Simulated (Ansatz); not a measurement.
Mn₂O₂⁻. The state is a quartet with charge -1. Geometry PBE0-D4/def2-SVPD; atoms count from 1.

```xyz
4

Mn   -0.230   -1.017   -0.464
Mn    0.264    1.203    0.548
O    -1.306    0.304   -0.246
O     1.271   -0.491    0.162
```

The charge -1 quartet is spin-contaminated (final ⟨S²⟩ up to 7.22, 3.75 for a pure state). The geometry of the quartet was relaxed on an unsound state (⟨S²⟩ 6.86, where a pure state has 3.75). At PBE0-D4/def2-TZVPD a doublet of charge -1 lies 0.41 eV below the quartet, each at its own geometry. That doublet is doubtful there (⟨S²⟩ 5.69, where a pure state has 0.75). The structure comes from a short search, and lower isomers may exist.

Problem. Estimate the Mulliken populations from the PBE0/def2-TZVPD orbitals of Ansatz.

Solution. 
```csv
atom,charge (e),spin (α − β),d electrons
Mn1,0.64,-2.66,5.15
Mn2,0.32,5.96,5.20
O3,-0.98,-0.15,–
O4,-0.98,-0.16,–
```
Mulliken values and Mayer orders depend strongly on the basis. With diffuse functions, as here, like atoms can get unlike values, and bond orders can come out too low or too high.

Problem. Where does the spin sit?

Solution. Summed by element: Mn 3.31, O -0.31, of 3 unpaired in all. Largest on single atoms: Mn2 5.96, Mn1 -2.66, O4 -0.16.

Problem. And the Mayer bond orders between bonded heavy atoms (over 0.3)?

Solution. Mn1–Mn2 0.51 (2.49 Å); Mn1–O3 0.74 (1.72 Å); Mn1–O4 0.77 (1.71 Å).
